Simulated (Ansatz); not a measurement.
**Which method gave which barrier?**

Saddle point of Si2H7Br, closed shell (SiH₃Br ([SiH3][Br]) + SiH₄ → Si₂H₆ ([SiH3][SiH3]) + HBr; bonds formed: Si1–Si7, Br2–H6; bonds broken: Si1–H6, Br2–Si7), PBE0-D4/def2-TZVP structure:

```csv
atom,x (Å),y (Å),z (Å)
Si1,-1.2232,0.6557,-0.0083
Br2,0.1368,-2.7113,0.1532
H3,-1.1296,1.3813,-1.2941
H4,-1.0656,1.5314,1.1737
H5,-2.4509,-0.1694,0.0759
H6,-0.3211,-0.8353,0.0565
Si7,1.2158,-0.1372,-0.0217
H8,1.8318,-0.4681,1.2725
H9,1.7658,-0.6163,-1.2992
H10,1.2404,1.3693,-0.1083
```

Computed with Ansatz 0.2.0 (basis: def2-TZVPP, with def2-QZVPP for the basis limit); correlated methods freeze the cores. Filled d shells of the heavier atoms are correlated. The def2 sets are not built for correlating such inner shells, so the correlated values are less sure here. Extrapolation: Hartree–Fock as exp(−7.88 √X), correlation as X^−2.97. Four methods, as single points on the PBE0-D4 structures, gave these electronic barriers from the start structure: 1.967, 2.190, 2.538, 3.185 eV.

The methods were, in alphabetical order, HF, MP2, PBE-D4, PBE0-D4. Which gave which? (Judge from chemistry; the calculation decides.)

The calculation gives: PBE-D4 1.967; PBE0-D4 2.190; MP2 2.538; HF 3.185 eV. For comparison, CCSD(T) at an estimated basis limit (MP2 extrapolated from triple and quadruple zeta, plus CCSD(T) − MP2 in triple zeta) gives 2.483 eV.

No T1 diagnostic of these runs exceeds 0.012.

Labels in which every atom is bracketed show which atoms are joined, not bond orders.

For scale, one of the runs: CCSD(T)/def2-TZVPP, 230 basis functions, launched by `ansatz run in.yaml --threads 4 --pin off --events-out ev --progress --plain --max-ram 9574MiB`. Time: 92 s of wall clock on 4 CPU threads of an Arm Neoverse V1; the host was shared. Peak host memory: 3.6 GiB.
